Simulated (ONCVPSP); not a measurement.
Debugging a pseudopotential input (B (Z = 5), ONCVPSP 4.0.1)

Command:

```bash
oncvpsp.x < B.dat > B.out
```

Input:

```
# ATOM AND REFERENCE CONFIGURATION
# atsym  z   nc   nv     iexc    psfile
  B 5.00    1    2  -116133      upf
#
#   n    l    f
    1    0    2.00
    2    0    2.00
    2    1    0.50
#
# PSEUDOPOTENTIAL AND OPTIMIZATION
# lmax
    0
#
#   l,   rc,      ep,       ncon, nbas, qcut
    0    1.55    0.00    4    9    4.80
    1    3.45    0.00    4    7    3.20
#
# LOCAL POTENTIAL
# lloc, lpopt,  rc(5),   dvloc0
    4    4    1.40   -1.00
#
# VANDERBILT-KLEINMAN-BYLANDER PROJECTORs
# l, nproj, debl
    0    2    1.60
    1    2    3.80
#
# MODEL CORE CHARGE
# icmod, fcfact, rcfact
    1    0.25    0.00
#
# LOG DERIVATIVE ANALYSIS
# epsh1, epsh2, depsh
   -2.00    5.00    0.02
#
# OUTPUT GRID
# rlmax, drl
    6.00    0.01
#
# TEST CONFIGURATIONS
# ncnf
    4
# nvcnf
#   n    l    f
    2
    2    0    2.00
    2    1    1.00
#
    2
    2    0    2.00
    2    1    0.00
#
    2
    2    0    1.00
    2    1    0.00
#
    2
    2    0    0.00
    2    1    3.00
#
```

This is an input that runs to its end, with one change: lmax lowered by one with the lists unchanged. The unchanged file is no sound one. Note: no bound ghost flagged; GHOST(+) flagged for p at 82.6 eV.

Q: How does the run end?

A: The program refuses the input: "Read ERROR, input data file line 16".

```
ONCVPSP  (Optimized Norm-Conservinng Vanderbilt PSeudopotential)
scalar-relativistic version 4.0.1

Read ERROR, input data file line  16
Program will stop
```
